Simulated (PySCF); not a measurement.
Compound: C8H7FO.
Z-matrix (Å and degrees, PBE0-D3(BJ)/def2-SVP geometry), rows numbered from 1:
```
C 
C   1  1.5007
C   2  1.4034  1  120.75
C   3  1.3923  2  121.47  1  -179.90
C   4  1.3920  3  120.20  2     0.03
C   5  1.3975  4  119.05  3    -0.09
C   6  1.4765  5  121.85  4  -179.90
O   7  1.1868  6  127.43  5   179.01
F   7  1.3425  6  112.29  5    -0.99
C   2  1.3936  1  121.36  3  -179.97
H   1  1.1014  2  111.09  3    59.52
H   1  1.0984  2  111.47  3   179.92
H   1  1.1014  2  111.12  3   -59.64
H   3  1.0938  2  119.13  1     0.09
H   4  1.0923  3  119.89  2  -179.97
H   5  1.0905  4  121.04  3   179.96
H  10  1.0926  2  120.75  1    -0.09
```

Computed with PySCF at CAM-B3LYP/def2-SVPD, non-relativistic, on one gas-phase PBE0-D3(BJ)/def2-SVP geometry that isn't relaxed in the solvent. The solvent is an IEF-PCM continuum (cavity from Bondi-type radii × 1.2). Only the electrostatic response of the medium enters.

Gas phase at CAM-B3LYP/def2-SVPD: HOMO -8.84 eV, LUMO -0.89 eV, dipole 4.26 D.

Task: What does the continuum do to the energy, the frontier levels and the dipole at CAM-B3LYP/def2-SVPD in chloroform and dichloromethane?

Result: 
```
        solvent      ε  E(solvent) − E(gas) (kJ/mol)  polarisation term (kJ/mol)  distortion of the solute (kJ/mol)  HOMO (eV)  LUMO (eV)  dipole (D)
     chloroform  4.711                        -15.64                      -17.59                               1.95      -8.66      -0.85        5.14
dichloromethane   8.93                        -18.63                      -21.40                               2.77      -8.64      -0.85        5.31
```

Polarisation term: ½ Σ q·V over the induced surface charges. Distortion: the rise of the solute's own energy as its density leaves the gas-phase optimum. From chloroform to dichloromethane the lowering changes by a factor 1.19, Onsager's factor (ε − 1)/(2ε + 1) by 1.18 and ε itself by 1.9.

Task: Which radius a makes the point-dipole formula ΔE = −[(ε − 1)/(2ε + 1)]·μ²/a³ give the value in dichloromethane, with the gas-phase dipole?

Result: μ = 1.674 au and |ΔE| = 0.00710 Eh give a = 2.91 Å; the farthest nucleus lies 3.70 Å from the centroid of the nuclei, so such a sphere wouldn't even hold the nuclei. The formula assumes a rigid point dipole at the centre of a sphere.

Task: How does the static polarisability (CAM-B3LYP/def2-SVPD, frozen core, with the continuum's full static response) change?

Result: 
```csv
medium,isotropic (au),principal values (au),⟨r²⟩ of the electrons (bohr²)
gas,96.4,"57.5, 107.7, 124.0",1561.6
chloroform,122.0,"71.1, 137.9, 157.0",1561.2
dichloromethane,128.0,"75.1, 144.8, 164.2",1561.1
```

The isotropic value in dichloromethane is 1.33 times the gas-phase one; no cavity-field correction is applied. ⟨r²⟩ is taken about the centre of nuclear charge.

Hardware: Arm Neoverse N1, one thread, shared host. Cost: 1.8 min of wall time. This is the whole response run at CAM-B3LYP/def2-SVPD in dichloromethane, SCF included.
